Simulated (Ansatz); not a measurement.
Consider the ligand exchange at a Ga–O bond: `[OH][Ga]([F])[SH]` + H₂S → `[F][Ga]([SH])[SH]` + H₂O.

Calculated with Ansatz (gas phase, PBE0-D4/def2-TZVP geometries, no zero-point term in ΔE). CCSD(T)/CBS is the MP2 limit (def2-TZVPP, def2-QZVPP) plus CCSD(T) − MP2 in def2-TZVPP, frozen cores. This one scheme is used for every species. DFT in def2-TZVPP. For Ga outer-core shells are correlated without core-valence functions, which leaves a few kJ/mol of doubt a bond. Scalar relativity is left out up to krypton. Each species was taken in one conformer, which may not be the lowest.

`[OH][Ga]([F])[SH]`:

```xyz
6

O    -0.230    1.366    0.580
Ga    0.365   -0.087   -0.239
F     1.896    0.048   -1.077
S    -0.697   -1.978   -0.246
H     0.361    2.117    0.485
H    -1.695   -1.466    0.497
```

H₂S:

Z-matrix (Å, degrees):
```
S
H 1 1.341
H 1 1.341 2 92.3
```

`[F][Ga]([SH])[SH]`:

```xyz
6

F     1.389    0.782   -1.398
Ga    0.201    0.288   -0.211
S    -0.020   -1.859    0.111
S    -0.892    1.892    0.778
H     0.930   -2.135   -0.801
H    -1.610    1.033    1.521
```

H₂O:

```xyz
3

O     0.169    0.350    0.025
H     0.289   -0.400    0.612
H    -0.458    0.050   -0.637
```

(1) Is it downhill or uphill in electronic energy at CCSD(T)/CBS, and by how much? (An estimate is asked.)

(2) What do these levels give: r2SCAN-D4, ωB97X-V, MP2/def2-TZVPP, SCS-MP2/def2-QZVPP, MP2/CBS(def2), CCSD/CBS(def2)? (Estimate.)

Largest T1 diagnostic among the species: 0.014.

Results:

(1) Ansatz gave: Downhill: ΔE = -35.4 kJ/mol.

(2) Computed: r2SCAN-D4 -34.2, ωB97X-V -29.1, MP2/def2-TZVPP -31.1, SCS-MP2/def2-QZVPP -29.1, MP2/CBS(def2) -37.4, CCSD/CBS(def2) -34.2 kJ/mol.

The D4 term adds −4.5 kJ/mol with B3LYP and −2.5 kJ/mol with PBE0; it sums over pairs of atoms, weighted by their polarisabilities, and B3LYP, whose exchange is more repulsive, gets the larger term.

B3LYP here is the variant with VWN-RPA as its local correlation; programs differ in this.
